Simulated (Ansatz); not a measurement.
A set of 12 reactions (silylene extrusion), with CCSD(T)/CBS values in kJ/mol:

| reaction | ΔE |
| --- | --- |
| `C[SiH](C)[SeH]` → `C[Si]C` + H₂Se | 302.8 |
| `C[SiH2][Se][SiH3]` → `[SiH3][SeH]` + `C[SiH]` | 308.4 |
| `Cl[SiH2][GeH2][Cl]` → `[Cl][GeH3]` + `[SiH]Cl` | 210.4 |
| `C[SiH](N)BCl` → `NBCl` + `C[SiH]` | 123.0 |
| `CO[SiH](C)N` → `CON` + `C[SiH]` | 614.2 |
| `B[NH][AlH][SiH](F)Cl` → `F[Si]Cl` + `B[NH][AlH2]` | 140.6 |
| `O[SiH](O)[SiH2]Cl` → `O[Si]O` + `[SiH3]Cl` | 120.5 |
| `[SiH3]CCI` → `CCI` + `[SiH2]` | 227.9 |
| `CO[SiH](C)N` → CH₃NH₂ + `CO[SiH]` | 334.3 |
| `C[SiH](C)[TeH]` → `C[Si]C` + H₂Te | 301.2 |
| `N[SiH2]/N=C(/N)F` → `N=C(N)F` + `N[SiH]` | 221.2 |
| `O[B-](O)(O)[NH2+][SiH3]` → `[NH3+][B-](O)(O)O` + `[SiH2]` | 250.1 |

Gas-phase electronic energies from Ansatz, PBE0-D4/def2-TZVP geometries. CBS: MP2 limit from def2 TZ/QZ plus the TZ coupled-cluster correction, frozen cores. This one scheme is used for every species. Functionals use def2-TZVPP. B3LYP here is the variant with VWN-RPA as its local correlation; programs differ in this. def2 core potentials past Kr. For Ge, I, Se, Te outer-core shells are correlated without core-valence functions, which leaves a few kJ/mol of doubt a bond. Scalar relativity is left out up to krypton. Each species was taken in one conformer, which may not be the lowest.

Task: Give the mean, mean absolute and largest difference (level minus CCSD(T)/CBS, kJ/mol) for: B3LYP-D4, ωB97X-V, ωB97M-V, B2PLYP, PBE, r2SCAN, PBE0, HF/def2-TZVPP, MP2/def2-TZVPP, SCS-MP2/def2-TZVPP, CCSD/def2-TZVPP, HF/def2-QZVPP, MP2/def2-QZVPP, SCS-MP2/def2-QZVPP. (An estimate is asked.)

Result: The calculation gave: 
```
             level   mean  mean absolute  largest
          B3LYP-D4   -9.0            9.0    -16.5
           ωB97X-V    6.0            6.8      9.9
           ωB97M-V   -9.2            9.2    -17.9
            B2PLYP  -10.7           10.7    -14.8
               PBE  -15.8           15.8    -44.1
            r2SCAN   11.2           11.2     16.9
              PBE0   -1.6            4.6    -18.1
     HF/def2-TZVPP  -16.5           16.5    -25.1
    MP2/def2-TZVPP   11.9           11.9     23.8
SCS-MP2/def2-TZVPP   -0.8            2.9     -7.0
   CCSD/def2-TZVPP  -10.8           10.8    -15.5
     HF/def2-QZVPP  -16.1           16.1    -24.0
    MP2/def2-QZVPP   16.6           16.6     31.4
SCS-MP2/def2-QZVPP    4.2            5.0     12.3
```

The largest T1 diagnostic in the set is 0.015, for `CO[SiH]` (customary mark 0.02).

CCSD(T)/CBS is a level of theory with its own doubt, and the functionals carry their triple-zeta basis error, so these figures describe this set and don't rank the functionals.
